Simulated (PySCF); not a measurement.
Radial density of Nb⁺ (niobium, charge +1)

BLYP, [Kr] 4d4, high-spin 5D determinant. Computed with PySCF 2.14 in aug-cc-pVDZ-PP with ECP28MDF, with a scalar-relativistic core potential. This is the valence pseudo-density: the core potential removes the inner electrons and smooths the orbitals near the nucleus.

| r (bohr) | 4πr²ρ (e/bohr) | 4πr²(ρα − ρβ) |
| --- | --- | --- |
| 0.0504 | 2.193e-05 | 0.0000 |
| 0.0847 | 7.702e-05 | 0.0000 |
| 0.143 | 0.0004957 | 0.0001 |
| 0.240 | 0.006724 | 0.0015 |
| 0.403 | 0.1747 | 0.0292 |
| 0.678 | 3.422 | 0.3795 |
| 1.14 | 9.852 | 1.7148 |
| 1.92 | 3.817 | 1.8249 |
| 3.23 | 0.5950 | 0.5488 |
| 5.43 | 0.03629 | 0.0362 |
| 9.13 | 0.0002305 | 0.0002 |

Energies and moments cover only the electrons outside the core potential.
